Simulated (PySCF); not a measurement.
# Bond lengths and vibrations by method: AlBFH3N cation

These are calculations, not measurements. They come from PySCF 2.14.0, an open-source quantum chemistry program, on an isolated molecule that a program drew, which may never have been made. The molecule is AlBFH3N cation (charge +1, singlet), drawn as the SMILES string `N[BH][Al+][F]`.

The geometry was optimised and harmonic frequencies were computed with HF and MP2, all in the cc-pV(D+d)Z basis, for the commonest isotopes, with a restricted reference for singlets and an unrestricted one otherwise, and a frozen core in MP2. Each result is a local minimum of its method.

Geometry at the HF minimum:
```xyz
7
AlBFH3N cation, angstrom
N    -0.1120   -0.1747    0.0216
B     0.2892    0.1846   -1.2250
Al    2.3754    0.8272   -1.5803
F     3.8801    1.3084   -1.9193
H     0.4406   -0.1900    0.8550
H    -1.0619   -0.4661    0.1785
H    -0.3652    0.2034   -2.2147
```

Lengths of the bonds as drawn, in Å (atoms numbered as above):
| bond | HF | MP2 |
|---|---|---|
| N1-B2 | 1.358 | 1.374 |
| B2-Al3 | 2.212 | 2.165 |
| Al3-F4 | 1.616 | 1.640 |
| N1-H5 | 1.000 | 1.016 |
| N1-H6 | 1.006 | 1.022 |
| B2-H7 | 1.187 | 1.197 |

Rotational constants, in GHz:
```
constant,HF,MP2
A,41.9,42.18
B,2.155,2.163
C,2.049,2.057
```

Harmonic frequencies in cm^-1, each column in rising order, so a row needn't be the same motion in every method:
| rank | HF | MP2 |
|---|---|---|
| 1 | 103 | 97 |
| 2 | 131 | 123 |
| 3 | 283 | 278 |
| 4 | 422 | 439 |
| 5 | 517 | 497 |
| 6 | 751 | 731 |
| 7 | 921 | 864 |
| 8 | 930 | 897 |
| 9 | 955 | 919 |
| 10 | 1156 | 1092 |
| 11 | 1443 | 1388 |
| 12 | 1763 | ? |
| 13 | 2820 | 2742 |
| 14 | 3762 | 3568 |
| 15 | 3880 | 3693 |

**Estimate the missing MP2 frequency from the HF column.**

A single factor s that minimises the squared misfit of MP2 against s times HF over the other rows is sum(HF x MP2) / sum(HF^2) = 0.9556, with an rms misfit of 19 cm^-1. For rank 12 it gives 0.9556 x 1763 = 1685 cm^-1. The calculation gives 1635 cm^-1, 50 cm^-1 below the estimate. The drawn bonds are on average 0.8 % longer in MP2 than in HF.
